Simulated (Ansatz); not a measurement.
Compare A (`BCN=C=C`) with its isomer B (`CNC1=CB1`).

Program: Ansatz. Geometries: PBE0-D4/def2-TZVP. ΔE: electronic, gas phase. CCSD(T)/CBS adds triple-zeta CCSD(T) − MP2 to the extrapolated MP2 energy (def2 sets, frozen cores). Functionals use def2-TZVPP. One conformer a species, not always the lowest.

Problem. Which isomer does CCSD(T)/CBS put lower? Give the gap. (Estimate.)

Solution. The calculation gave: B, by 79.3 kJ/mol.

Problem. Give E(B) − E(A) in kJ/mol with ωB97M-V, CCSD/def2-TZVPP, CCSD(T)/def2-SVP, BLYP-D4, PBE-D4, B2PLYP, LDA (SPW92). (An estimate is asked.)

Solution. Computed: ωB97M-V -84.9, CCSD/def2-TZVPP -75.3, CCSD(T)/def2-SVP -87.5, BLYP-D4 -55.4, PBE-D4 -82.8, B2PLYP -71.4, LDA (SPW92) -108.6. None reverses the order clearly.

Problem. Does the order hold for the free energy at 298.15 K (harmonic terms from PBE0-D4)? (Best estimate.)

Solution. Ansatz gave: Yes: G(B) − G(A) = -63.0 kJ/mol, for one conformer each. Modes under 60 cm⁻¹, often nearly free rotors, make the harmonic entropy too high.

Largest T1 diagnostic: 0.013.

From BLYP to BHLYP (50 % exact exchange), in def2-TZVPP and without D4, E(B) − E(A) moves by −24.2 kJ/mol. At CCSD(T), def2-SVP lies −8.2 kJ/mol from the extrapolated value and def2-TZVPP +5.1 kJ/mol.
